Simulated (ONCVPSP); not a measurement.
**I: one change to an ONCV potential, before and after**

iodine (I), optimised norm-conserving Vanderbilt (ONCV), made with ONCVPSP 4.0.1 (LDA (Perdew-Wang 92), scalar-relativistic). Core [Ar] 3d10, reference 4s2 4p6 4d10 5s2 5p5. Waves: 4s+5s: rc 1.40 bohr, ncon 4, nbas 8, qcut 9.4 1/bohr, 2 projectors; 4p+5p: rc 1.55 bohr, ncon 4, nbas 7, qcut 8.2 1/bohr, 2 projectors; 4d: rc 1.05 bohr, ncon 3, nbas 7, qcut 13.2 1/bohr, 2 projectors, debl 3.1 Ha. Local part: polynomial inside 0.75 bohr (lpopt 5, dvloc0 0 Ha). Core correction: Teter function, fcfact 3.5, rcfact 1.4.

Change: s: qcut 7.9; p: qcut 6.9; d: qcut 11.1.

Cutoffs: the cutoffs (Ha) at which the residual kinetic energy of the hardest occupied pseudo-wave falls to 1 and 0.1 mHa per electron; they do not see the model core or the augmentation charge, which bear on the density cutoff. Errors are all-electron minus pseudo energies relative to the spin-unpolarised reference configuration.

Question: How do hardness, ghosts and transferability respond?

Answer: The potential gets softer (58 Ha and 68 Ha → 52 Ha and 60 Ha); a bound ghost appears in p, which as a rule spoils a file; of the 4 tests that both files solve, the error grows in 0 and shrinks in 1 by more than 15 % and 0.3 meV (median size 12.4 → 12.1 meV).

| quantity | base | changed |
| --- | --- | --- |
| cutoff, loose | 58 Ha | 52 Ha |
| cutoff, tight | 68 Ha | 60 Ha |
| loose cutoff by channel | s 32 Ha, p 27 Ha, d 58 Ha | s 26 Ha, p 25 Ha, d 52 Ha |
| bound ghosts | none | p |
| GHOST(+) flags under 300 eV | s at 65.3 eV | s at 50.5 eV |
| error for 4s2 4p6 4d10 5s2 5p4, meV [ΔE 11.30 eV] | -2.9 | -2.9 |
| error for 4s2 4p6 4d10 5s2 5p3, meV [ΔE 31.36 eV] | -8.3 | -8.2 |
| error for 4s2 4p6 4d10 5s2 5p2, meV [ΔE 60.97 eV] | -17 | -16 |
| error for 4s2 4p5 4d10 5s2 5p5, meV [ΔE 136.18 eV] | -110 | -16 |
| s: phases at 1.42 bohr within 0.05 rad from the reference energy up to (Ha; the scan ends near 5) | 2.2 | 1.6 |
| p: phases at 1.57 bohr within 0.05 rad from the reference energy up to (Ha; the scan ends near 5) | to the end of the scan | to the end of the scan |
| d: phases at 1.07 bohr within 0.05 rad from the reference energy up to (Ha; the scan ends near 5) | to the end of the scan | to the end of the scan |
| rms error of d²Exc/dni dnj with the model core, mHa | 0.62 | 0.90 |

 A true bound ghost makes a file unfit for plane-wave use even where its test errors are small: the radial tests pick states by their node count and pass the ghost by.
